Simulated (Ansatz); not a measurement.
```yaml
crystal:
  periodic: [false, false, false]
  atoms:
    - {symbol: C, position_ang: [1.700583, -1.870190, -1.850052]}
    - {symbol: N, position_ang: [1.249409, -0.881046, -0.936831]}
    - {symbol: W, position_ang: [0.549743, 0.673228, -0.502984]}
    - {symbol: N, position_ang: [1.910805, 1.626539, 0.540746]}
    - {symbol: O, position_ang: [0.074257, 1.647719, -1.840180]}
    - {symbol: N, position_ang: [-1.029626, 0.270389, 0.567454]}
    - {symbol: C, position_ang: [-2.014671, 1.305269, 0.796842]}
    - {symbol: C, position_ang: [-1.365006, -0.976131, 1.211618]}
    - {symbol: H, position_ang: [1.165760, -2.812178, -1.684118]}
    - {symbol: H, position_ang: [1.552749, -1.572531, -2.893967]}
    - {symbol: H, position_ang: [2.766987, -2.070524, -1.698025]}
    - {symbol: H, position_ang: [2.731967, 1.204012, 0.941228]}
    - {symbol: H, position_ang: [1.941918, 2.631519, 0.616696]}
    - {symbol: H, position_ang: [-2.082524, 1.559532, 1.863041]}
    - {symbol: H, position_ang: [-3.007901, 0.977326, 0.462730]}
    - {symbol: H, position_ang: [-1.765514, 2.214827, 0.246115]}
    - {symbol: H, position_ang: [-0.621863, -1.736798, 0.977823]}
    - {symbol: H, position_ang: [-2.349448, -1.333165, 0.878930]}
    - {symbol: H, position_ang: [-1.407627, -0.857775, 2.302934]}
basis:
  gaussian: {orbitals: def2-mTZVPP}
hamiltonian: {xc: {name: HF}}
correlation: {method: mp2, frozen_orbitals: {C: 9}}
output: {forces: true}
```

```sh
$ ansatz run in.yaml --threads 4 --pin off --events-out ev --progress --plain --max-ram 66560MiB --backend cpu
```

Task: How does Ansatz answer? (Estimate.)

Result: Ansatz gave: The input was rejected before any iteration.
```
Functional definition: HF
Error: "frozen_orbitals" has no count for N
```
